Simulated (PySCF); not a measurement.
## How methods differ on the excitation energy of Ga

Ga [Ar] 3d10 4s2 4p1 (2P) → Ga [Ar] 3d10 4s1 4p2 (4P), as a difference of total energies. All numbers are calculated (PySCF 2.14, the spin-free X2C one-electron Hamiltonian (Gaussian nucleus), in x2c-QZVPPall). Correlated levels: valence: [Ar] 3d10 frozen. The calculations carry no spin-orbit coupling.

| method | excitation energy (cm⁻¹) |
| --- | --- |
| UHF | 26633 |
| MP2 (valence) | 32606 |
| SCS-MP2 (valence) | 34925 |
| CCSD (valence) | 34320 |
| CCSD(T) (valence) | 34502 |
